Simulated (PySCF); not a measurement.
# Orbital picture of AsO

B3LYP at R = 1.638 Å; As cc-pVDZ-PP with ECP10, O cc-pVDZ; scalar-relativistic core potentials (PySCF 2.14). State: ²Π (doublet), unpaired electrons π ↑. Only the outer orbitals are listed, counted within each symmetry, core potentials removing the inner ones.

| spin | orbital | occ. | ε (eV) | on As (%) | main shells (%) |
| --- | --- | --- | --- | --- | --- |
| α | 5σ | 1 | -26.51 | 19 | 78 O s, 12 As s |
| α | 6σ | 1 | -15.72 | 76 | 73 As s, 12 O s, 12 O p |
| α | 3π | 1 | -9.99 | 27 | 73 O p, 25 As p |
| α | 7σ | 1 | -9.79 | 39 | 58 O p, 27 As p, 11 As s |
| α | 3π | 1 | -9.53 | 31 | 69 O p, 29 As p |
| α | 4π | 1 | -5.22 | 77 | 75 As p, 23 O p |
| α | 4π | 0 | -3.45 | 74 | 72 As p, 26 O p |
| α | 8σ | 0 | 0.77 | 93 | 78 As p, 11 O p, 9 As d |
| α | 9σ | 0 | 7.72 | 101 | 97 As s |
| β | 5σ | 1 | -26.04 | 20 | 77 O s, 12 As s |
| β | 6σ | 1 | -15.03 | 73 | 71 As s, 14 O s, 13 O p |
| β | 7σ | 1 | -9.46 | 41 | 56 O p, 27 As p, 13 As s |
| β | 3π | 1 | -9.35 | 31 | 69 O p, 29 As p |
| β | 3π | 1 | -8.68 | 29 | 70 O p, 27 As p |
| β | 4π | 0 | -3.18 | 74 | 72 As p, 26 O p |
| β | 4π | 0 | -2.37 | 75 | 73 As p, 25 O p |
| β | 8σ | 0 | 1.02 | 93 | 78 As p, 10 O p, 8 As d |

**Question.** Which are the highest filled and the lowest empty level, where do they sit, and how wide is the gap?

**Answer.** Highest filled α 4π at -5.22 eV (in %: 75 As p, 23 O p); lowest empty α 4π at -3.45 eV (in %: 72 As p, 26 O p); the gap at B3LYP is 1.77 eV. Both belong to one degenerate shell, split only by its one-sided filling, so this is no excitation gap.

```
bond order (Mayer)                              : 2.18
⟨S²⟩                                            : 0.752
charge on As (Mulliken, basis-dependent)        : 0.39
charge on As (Löwdin, basis-dependent)          : 0.44
dipole moment (positive dipole means As(−)O(+)) : -2.59 D
polarisability along the bond                   : 28.3 bohr³
polarisability across the bond                  : 16.0 bohr³
```

Shares are Mulliken populations and can fall outside 0 to 100 %.

Spin–orbit coupling is left out. The state was picked by a PBE0 search and need not be the measured ground state.
